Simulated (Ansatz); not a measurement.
H2OZn (SMILES [OH][ZnH]) moved off its minimum; all values from Ansatz (a first-principles code), cores frozen in correlated methods.
(charge 0, multiplicity 1)
```xyz
4

Zn    -0.3715    -0.1446    -0.0428
H     -1.7725    -0.6734    -0.1482
O      1.3508     0.3898     0.1043
H      1.5469     1.2813     0.2369
```

Forces at B3LYP/def2-TZVPP (eV/Å):

| atom | Fx | Fy | Fz |
|---|---|---|---|
| Zn1 | 0.603 | 0.273 | 0.102 |
| H2 | -0.075 | -0.054 | -0.031 |
| O3 | -0.922 | -2.305 | -0.375 |
| H4 | 0.393 | 2.086 | 0.304 |

Q: Give the forces (eV/Å), the total energy and the dipole at CCSD(T)/def2-TZVPPD.

A: 
| atom | Fx | Fy | Fz |
|---|---|---|---|
| Zn1 | 0.625 | 0.263 | 0.099 |
| H2 | -0.028 | -0.032 | -0.025 |
| O3 | -0.997 | -2.301 | -0.376 |
| H4 | 0.400 | 2.070 | 0.302 |
Energy -1854.6149 hartree, dipole 1.48 D.
